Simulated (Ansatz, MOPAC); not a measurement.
Species: C3H5Cl (charge 0, singlet). SMILES: C/C=C/Cl
Geometry: optimised at B3LYP-D3(BJ)/def2-TZVP (Ansatz, a first-principles code).

Quantity: vertical ionisation energy to the doublet, in eV. Set-up: non-relativistic; dispersion terms only where a functional's name holds one; UHF or UKS for open shells; six Cartesian d functions in 6-31G* and its kin unless marked 5d; each state is the SCF solution reached for its charge and spin; 6-311+G** with 5d, 6d on Na to Ar in Ansatz; spin-orbit terms left out; PM7 with its own dispersion and hydrogen-bond terms; valence correlation only. CBS marks a two-point X^-3 extrapolation of the correlation energy; Hartree-Fock from the larger set. [CCSD(T)-MP2]/basis is that difference in the basis named. First-principles rows: single points at B3LYP-D3(BJ) geometries (Ansatz). Semi-empirical rows: differences of heats of formation at the shared geometry for vertical values.

Coupled cluster (Ansatz) is a level with limits of its own, used here on species with T1 under 0.025 (0.045 for open shells) and stable references: RI-MP2/CBS(aug-cc-pV(T+d)Z,aug-cc-pV(Q+d)Z)+[CCSD(T)-MP2]/aug-cc-pV(T+d)Z.

Value to compare with, RI-MP2/CBS(aug-cc-pV(T+d)Z,aug-cc-pV(Q+d)Z)+[CCSD(T)-MP2]/aug-cc-pV(T+d)Z (Ansatz): 9.73 eV.

```csv
level,program,vertical ionisation energy to the doublet (eV),difference
AM1,MOPAC,9.65,-0.08
PM3,MOPAC,9.42,-0.31
PM7,MOPAC,9.76,0.03
HF/6-31G*,Ansatz,8.49,-1.24
PBE/6-311+G**,Ansatz,9.24,-0.49
B3LYP/STO-3G,Ansatz,8.44,-1.29
B3LYP/3-21G,Ansatz,9.40,-0.33
B3LYP/6-31G*,Ansatz,9.24,-0.49
MP2/6-31G*,Ansatz,9.40,-0.33
wB97X-V/def2-TZVPD,Ansatz,9.46,-0.27
```

Among the 9 habitual levels, B3LYP/STO-3G lies farthest from RI-MP2/CBS(aug-cc-pV(T+d)Z,aug-cc-pV(Q+d)Z)+[CCSD(T)-MP2]/aug-cc-pV(T+d)Z (Ansatz) (-1.29 eV); 1 of 9 lie above it, and their mean absolute difference is 0.51 eV, the median 0.33. One case shows no general order.

The levels are drawn from those run, B3LYP/6-31G* more often than the rest, none by its result; left out are runs that failed, that the program found above a lower state of the same kind, or whose <S^2> lies over 0.5 above the pure value.
